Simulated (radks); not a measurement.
Q: All-electron atom: Cl3+ in [Ne] 3s2 3p2 (the NIST ground configuration). Calculated with a radial shooting solver on a logarithmic mesh with Libxc functionals: non-relativistic Kohn-Sham, PBE, spin-polarised, spherical densities, point nucleus; open shells are filled with parallel spins first. Some entries of the table are withheld. Estimate them.

| orbital | occ. | eigenvalue (eV) | <r> (bohr) | <r^2> (bohr^2) |
|---|---|---|---|---|
| 1s up | 1 | -2787.012 | 0.09142 | 0.01123 |
| 1s down | 1 | -2786.566 | 0.09140 | 0.01123 |
| 2s up | 1 | -295.8907 | 0.4455 | 0.2357 |
| 2s down | 1 | -295.4572 | 0.4453 | 0.2354 |
| 2p up | 3 | (1) | 0.4063 | 0.2055 |
| 2p down | 3 | (2) | 0.4062 | 0.2052 |
| 3s up | 1 | (3) | 1.397 | 2.229 |
| 3s down | 1 | (4) | 1.403 | 2.257 |
| 3p up | 2 | -46.3467 | 1.510 | 2.639 |
| 3p down | 0 | -43.2398 | 1.528 | 2.715 |

A: 
(1) 2p up eigenvalue (eV): -236.7495
(2) 2p down eigenvalue (eV): -236.1458
(3) 3s up eigenvalue (eV): -59.9484
(4) 3s down eigenvalue (eV): -56.7260
